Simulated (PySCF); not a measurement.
Computed shifts of a molecule C₄H₄BNO, PBE0/pcSseg-1 in PySCF, GIAO, gas phase, equivalent atoms averaged, in ppm (number of nuclei): ¹⁵N: 330.0 (1). ¹³C: 189.8 (1), 133.6 (1), 119.4 (1), 27.5 (1). ¹H: 8.80 (1), 5.58 (1), 1.96 (2). References: ¹⁵N against NH3 (σ = 267.4 ppm); ¹³C against TMS (σ = 186.3 ppm); ¹¹B against BF3 (σ = 88.8 ppm); ¹⁷O against H2O (σ = 334.2 ppm); ¹H against TMS (σ = 31.56 ppm), references at their B3LYP-D3(BJ)/def2-TZVP geometries, non-relativistic. The structure is a stationary point at PBE0-D3(BJ)/def2-SVP. Other conformers were not sampled.

Q: Which molecule gave these data?
A) C#CB(C)OC#N
B) CC#CB1N=CO1
C) O=CB1C=CN=C1
D) N#CC1=CCB1O

A: D, N#CC1=CCB1O
